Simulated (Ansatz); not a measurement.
Stepwise reaction of `[NH2][W]([NH2])(=[O])=[O]` with water, as a gas-phase model of exchange steps in deposition or etching. ΔE in kJ/mol; ΔG adds harmonic PBE0-D4 terms to CCSD(T)/CBS, at 1 bar.

Isolated molecules relaxed with PBE0-D4/def2-TZVP in Ansatz; ΔE leaves out vibrations. CBS: MP2 limit from def2 TZ/QZ plus the TZ coupled-cluster correction, frozen cores. This one scheme is used for every species. DFT in def2-TZVPP. B3LYP here is the variant with VWN-RPA as its local correlation; programs differ in this. def2 core potentials past Kr. For W outer-core shells are correlated without core-valence functions, which leaves a few kJ/mol of doubt a bond. One conformer a species, not always the lowest.

```csv
step,reaction,PBE-D4,B3LYP-D4,ωB97M-V,CCSD(T)/CBS,ΔG(400 K)
2,`[NH2][W](=[O])(=[O])[OH]` + H₂O → `[O]=[W](=[O])([OH])[OH]` + NH₃,-27.9,-28.3,-28.3,-22.3,-18.3
```

Give the row of step 1, `[NH2][W]([NH2])(=[O])=[O]` + H₂O → `[NH2][W](=[O])(=[O])[OH]` + NH₃. (Estimate.)

The calculation gave: 
```tsv
step	reaction	PBE-D4	B3LYP-D4	ωB97M-V	CCSD(T)/CBS	ΔG(400 K)
1	`[NH2][W]([NH2])(=[O])=[O]` + H₂O → `[NH2][W](=[O])(=[O])[OH]` + NH₃	-31.2	-31.6	-31.6	-25.9	-25.8
```

By hand: ΔE of the 2 steps together at CCSD(T)/CBS.

(-25.9) + (-22.3) = -48.2 kJ/mol, or -24.1 kJ/mol a step.

In ΔE the steps differ by no more than 3.6 kJ/mol. All are downhill at CCSD(T)/CBS. ΔG lies between -25.8 and -18.3 kJ/mol a step. PBE-D4 differs from CCSD(T)/CBS by -5.6 to -5.3 kJ/mol a step. Isolated molecules leave out the surface, adducts and barriers. Largest T1 diagnostic: 0.023.
